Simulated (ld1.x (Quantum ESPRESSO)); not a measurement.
## silicon: one change to an RRKJ potential, before and after

```
Element                 : Si
Generator               : ld1.x (Quantum ESPRESSO) 7.5
Type                    : norm-conserving RRKJ (Kleinman–Bylander form)
Functional              : PBEsol
Relativity              : scalar-relativistic
Frozen core             : [Ne]
Valence charge          : 4
Reference configuration : 3s2 3p1 (charge +1)
Partial waves           : 3p (bound): rc 1.95 bohr; 3d channel at 0.35 Ry: rc 2.00 bohr; 3s (bound): rc 1.85 bohr
Local potential         : the s channel
Core correction         : Bessel-smoothed model core inside 1.50 bohr
```

All-electron outer shells of the reference configuration (PBEsol, scalar-relativistic, ld1.x):

```csv
shell,level (eV),outermost node (bohr),outermost maximum (bohr)
3s,-18.99,0.72,1.75
3p,-11.63,0.71,2.04
```

Change: core correction Bessel-smoothed model core inside 2.20 bohr.

Cutoffs: the cutoffs (Ry, on a coarse ladder) from which the occupation-weighted sum of valence levels, in a spherical-Bessel basis at the reference potential, stays within 10 and 1 mRy of its value at 400 Ry; they do not see the model core or the augmentation charge, which bear on the density cutoff. Errors are all-electron minus pseudo energies relative to the spin-unpolarised reference configuration.

Question: What does the change do?

Answer: The potential gets neither clearly harder nor softer (21 Ry and 40 Ry → 21 Ry and 40 Ry); of the 7 tests that both files solve, the error grows in 0 and shrinks in 7 by more than 15 % and 0.3 meV (median size 5.5 → 3.5 meV); neither file shows a bound ghost. A wider model core is smoother and lowers the density cutoff, which this test does not measure.

| quantity | base | changed |
| --- | --- | --- |
| cutoff, loose | 21 Ry | 21 Ry |
| cutoff, tight | 40 Ry | 40 Ry |
| bound ghosts | none | none |
| error for 3s2 3p2, meV [ΔE -7.71 eV] | +4.1 | +2.7 |
| error for 3s2 3p0, meV [ΔE 15.96 eV] | +10 | +5.5 |
| error for 3s1 3p0, meV [ΔE 49.86 eV] | +52 | +30 |
| error for 3s2 3p1.5, meV [ΔE -4.80 eV] | +1.5 | +1.0 |
| error for 3s1 3p3, meV [ΔE -0.92 eV] | -3.9 | -1.7 |
| error for 3s2 3p2.3, meV [ΔE -8.64 eV] | +5.5 | +3.5 |
| error for 3s0 3p4, meV [ΔE 6.02 eV] | -23 | -10 |
| s: phases at 2.21 bohr within 0.05 rad from the reference energy up to (Ry; the scan ends near 5) | 2.5 | 2.5 |
| p: phases at 2.21 bohr within 0.05 rad from the reference energy up to (Ry; the scan ends near 5) | 3.2 | 3.2 |
| d: phases at 2.21 bohr within 0.05 rad from the reference energy up to (Ry; the scan ends near 5) | 4.1 | 4.1 |
